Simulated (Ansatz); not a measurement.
`[AlH2][C]1([SiH3])BC1`, relaxed with RKS PBE-D4/def2-SVP in Ansatz from a rough embedded geometry. The force threshold is 0.03 eV/Å; the program also tests the step.

The species carries charge 0 and has multiplicity 1.

Start:

```xyz
13

Al   -0.737    0.906    1.686
C     0.037   -0.002    0.093
Si    0.496    0.987   -1.466
B    -0.711   -1.433   -0.176
C     0.810   -1.254    0.323
H    -2.059    1.792    1.510
H    -0.374    0.395    3.159
H    -0.697    1.684   -1.871
H     1.516    1.945   -1.097
H     0.919    0.066   -2.495
H    -1.654   -2.005   -0.620
H     1.542   -1.532   -0.405
H     0.912   -1.548    1.358
```

Problem. How much energy does the relaxation release, and in how many steps? (Estimate.)

Solution. The calculation gave: 66.75 kJ/mol, in 8 steps.

Problem. Which bonds change most? (Best estimate.)

Solution. The calculation gave: C2–B4 from 1.637 to 1.522 Å; C2–C5 from 1.489 to 1.571 Å; B4–C5 from 1.611 to 1.535 Å; Si3–H10 from 1.444 to 1.509 Å.

Problem. Give the relaxed structure. (Best estimate.)

Solution. Computed: 
```xyz
13

Al   -0.831    0.858    1.600
C     0.039   -0.069    0.128
Si    0.351    1.005   -1.382
B    -0.594   -1.423   -0.158
C     0.850   -1.393    0.362
H    -1.655    2.194    1.298
H    -0.717    0.226    3.068
H    -0.890    1.772   -1.747
H     1.468    1.987   -1.132
H     0.765    0.153   -2.556
H    -1.557   -2.029   -0.557
H     1.683   -1.617   -0.331
H     1.087   -1.665    1.407
```
